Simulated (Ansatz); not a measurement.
Basis-set extrapolation for `CB([O])F` radical (PBE0-D4/def2-TZVP geometry, frozen core, Ansatz 0.2.0). Multiplicity 2, UHF reference.

|  | def2-TZVPP | def2-QZVPP |
| --- | --- | --- |
| HF | -238.784945 | -238.795894 |
| MP2 correlation | -0.701326 | -0.760215 |
| CCSD(T) correlation | -0.756834 | not run |

Energies in hartree. Use E(X) = E(∞) + A·exp(−7.88·√X) for Hartree–Fock and E(X) = E(∞) + B·X^(−2.97) for correlation, with X = 3 and 4, and add CCSD(T) minus MP2 of the smaller set to the MP2 limit.

Task: What is the CCSD(T) energy at the basis-set limit?

Result: HF limit: -238.795894 + (-0.010949) × 0.13774 = -238.79740. MP2 limit: -0.760215 + (-0.058889) × 0.74074 = -0.80384. Higher-order term: -0.756834 − (-0.701326) = -0.05551. Total: -239.65675 hartree, 301.9 kJ/mol below CCSD(T)/def2-TZVPP.
